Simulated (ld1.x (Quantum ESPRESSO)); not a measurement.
Configuration tests for scandium (TM)

```
Element                 : scandium (Sc)
Generator               : ld1.x (Quantum ESPRESSO) 7.5
Type                    : norm-conserving Troullier–Martins (Kleinman–Bylander form)
Functional              : PBE
Relativity              : scalar-relativistic
Frozen core             : [Ar]
Valence charge          : 3
Reference configuration : 3d1 4s0 4p0 (charge +2)
Partial waves           : 4p (bound, empty): rc 3.15 bohr; 3d (bound): rc 2.90 bohr; 4s (bound, empty): rc 2.20 bohr
Local potential         : the s channel
Core correction         : a·sin(br)/r model core inside 1.75 bohr
```

Energies are relative to the spin-unpolarised reference configuration 3d1 4s0 4p0; without spin polarisation the order of configurations can differ from experiment. The frozen-core shift is the all-electron ΔE with the core orbitals held at their reference shape minus the fully relaxed ΔE.

Task: Give the all-electron excitation energy and the error of the potential for: 3d1 4s2 4p0; 3d1 4s1 4p0; 3d1 4s1.5 4p0; 3d2 4s1 4p0; 3d1 4s1 4p1; 3d0 4s2 4p1; 3d2 4s0 4p0.

Result:

| valence configuration | charge | ΔE all-electron (eV) | error AE − PS (meV) | frozen-core shift (meV) |
| --- | --- | --- | --- | --- |
| 3d1 4s2 4p0 | 0 | -19.665 | -5.0 | +20 |
| 3d1 4s1 4p0 | +1 | -12.768 | -8.9 | +11 |
| 3d1 4s1.5 4p0 | +0.5 | -16.911 | -9.2 | +17 |
| 3d2 4s1 4p0 | 0 | -17.997 | -118 | +172 |
| 3d1 4s1 4p1 | 0 | -16.886 | -1.6 | +12 |
| 3d0 4s2 4p1 | 0 | -16.201 | +36 | +266 |
| 3d2 4s0 4p0 | +1 | -12.087 | -142 | +237 |
